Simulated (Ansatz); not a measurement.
`CC[SiH2]N` → `[CH2]` (triplet) + `C[SiH2]N` at 400 K and 1 bar (formal loss of a carbene).

Isolated molecules relaxed with PBE0-D4/def2-TZVP in Ansatz; ΔE leaves out vibrations. CCSD(T)/CBS is the MP2 limit (def2-TZVPP, def2-QZVPP) plus CCSD(T) − MP2 in def2-TZVPP, frozen cores. This one scheme is used for every species. Triplets are unrestricted, without spin–orbit coupling. Each species was taken in one conformer, which may not be the lowest.

| species | CCSD(T)/CBS energy (Eh) | H − E (kJ/mol) | S (J/(mol·K)) |
| --- | --- | --- | --- |
| `CC[SiH2]N` | -425.33899 | 317.8 | 372.4 |
| `[CH2]` (triplet) | -39.09499 | 59.0 | 205.7 |
| `C[SiH2]N` | -386.08232 | 236.0 | 334.0 |

H − E and S are ideal-gas, rigid-rotor, harmonic terms from PBE0-D4/def2-TZVP, for one conformer and one mirror image of each species, with the whole ground term of open shells counted as degenerate. 1 Eh = 2625.50 kJ/mol, R = 8.31446 J/(mol·K).

Task: By hand: ΔE, ΔH, ΔS and ΔG.

Result: ΔE = (-39.09499) + (-386.08232) − (-425.33899) = 0.16168 Eh = 424.5 kJ/mol. Δ(H − E) = 59.0 + 236.0 − 317.8 = -22.8, so ΔH = 401.7 kJ/mol. ΔS = 205.7 + 334.0 − 372.4 = 167.3 J/(mol·K). ΔG = 401.7 − 400 × (167.3)/1000 = 334.8 kJ/mol.

Task: By hand: the equilibrium constant, and the temperature at which ΔG would vanish if ΔH and ΔS stayed fixed.

Result: log₁₀ K = −ΔG/(RT ln 10) = -43.7. ΔG = 0 at ΔH/ΔS = 2401 K.

The number of gas molecules changes by +1, which sets the sign of ΔS. A doubt of 5 kJ/mol in ΔE shifts log₁₀ K by 0.7 here. Other conformers and mirror images would add mixing entropy, several J/(mol·K) or more a flexible species. A triplet takes part, so the spin changes. These are equilibria of isolated gas molecules and say nothing of rates. Largest T1 diagnostic: 0.011 (customary marks: 0.02 for closed shells, 0.045 for open ones).
